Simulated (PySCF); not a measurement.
**Mayer bond orders and bond lengths**

Species: C₆H₁₀N₂Si.
SMILES with atom numbers: `[SiH3:1][c:2]1[cH:3][cH:4][n:5][n:6]1[CH:7]1[CH2:8][CH2:9]1` (hydrogens: H10, H11, H12 on Si1; H13 on C3; H14 on C4; H15 on C7; H16, H17 on C8; H18, H19 on C9)

Geometry (GFN2-xTB, Å), atoms numbered from 1 in this order:
```
atom  x, y, z in Å
Si1   -2.0954   -1.5726    0.0201
C2    -1.3021    0.0995   -0.2324
C3    -1.8789    1.2829   -0.6730
C4    -0.8417    2.2139   -0.7054
N5     0.2930    1.6587   -0.3153
N6     0.0067    0.3949   -0.0329
C7     1.0253   -0.4894    0.4074
C8     2.3593   -0.4571   -0.2835
C9     2.2219    0.0830    1.1070
H10   -1.4516   -2.5548   -0.8594
H11   -1.9238   -1.9949    1.4155
H12   -3.5144   -1.4508   -0.3017
H13   -2.9076    1.4352   -0.9293
H14   -0.8665    3.2472   -0.9907
H15    0.6244   -1.4406    0.7324
H16    2.4738    0.2588   -1.0823
H17    2.8793   -1.3901   -0.4366
H18    2.2414    1.1552    1.2223
H19    2.6471   -0.4699    1.9302
```

Bond orders from the PBE0/pcSseg-1 density (PySCF). Geometry: GFN2-xTB, one conformer, isolated molecule.

(1) Where do the orders between heavy atoms depart from those drawn in the SMILES?

(2) Set the Mayer orders of the bonds between heavy atoms beside their lengths.

Results:

(1) The largest departure is 0.423, at N6–C2 (drawn aromatic, 1.077), counting aromatic bonds as 1.5. The bonds drawn aromatic range from 1.08 to 1.49.

(2) 
```json
{"bond": "Si1–C2", "drawn as": "single", "length (Å)": "1.868", "Mayer order": "0.906"}
{"bond": "C2–C3", "drawn as": "aromatic", "length (Å)": "1.388", "Mayer order": "1.360"}
{"bond": "C3–C4", "drawn as": "aromatic", "length (Å)": "1.394", "Mayer order": "1.362"}
{"bond": "C4–N5", "drawn as": "aromatic", "length (Å)": "1.322", "Mayer order": "1.492"}
{"bond": "N5–N6", "drawn as": "aromatic", "length (Å)": "1.326", "Mayer order": "1.247"}
{"bond": "N6–C7", "drawn as": "single", "length (Å)": "1.419", "Mayer order": "0.881"}
{"bond": "C7–C8", "drawn as": "single", "length (Å)": "1.503", "Mayer order": "0.953"}
{"bond": "C8–C9", "drawn as": "single", "length (Å)": "1.498", "Mayer order": "0.963"}
{"bond": "N6–C2", "drawn as": "aromatic", "length (Å)": "1.357", "Mayer order": "1.077"}
{"bond": "C9–C7", "drawn as": "single", "length (Å)": "1.500", "Mayer order": "0.963"}
```

By pair of heavy elements: C–C: lowest C7–C8 (0.953, 1.503 Å), highest C3–C4 and C2–C3 (1.362, 1.394 Å). C–N: lowest N6–C7 (0.881, 1.419 Å), highest C4–N5 (1.492, 1.322 Å). Bonds named together lie within 0.004.

**Question.** And the bonds to hydrogen?

**Answer.** H–Si: 0.93 to 0.95 (3 bonds); C–H: 0.93 to 0.98 (7 bonds).

**Question.** Sum the orders of all bonds at each heavy atom with more than one neighbour and set the sums beside the valence in the SMILES.

**Answer.** Si1 3.730 (drawn 4), C2 3.343 (drawn 4), C3 3.705 (drawn 4), C4 3.835 (drawn 4), N5 2.739 (drawn 3), N6 3.205 (drawn 3), C7 3.729 (drawn 4), C8 3.813 (drawn 4), C9 3.816 (drawn 4). Orders between atoms that aren't bonded are not in these sums.

For a closed shell the Mayer order of atoms A and B is Σ (PS)μν (PS)νμ over the basis functions μ on A and ν on B, with P the density and S the overlap matrix.
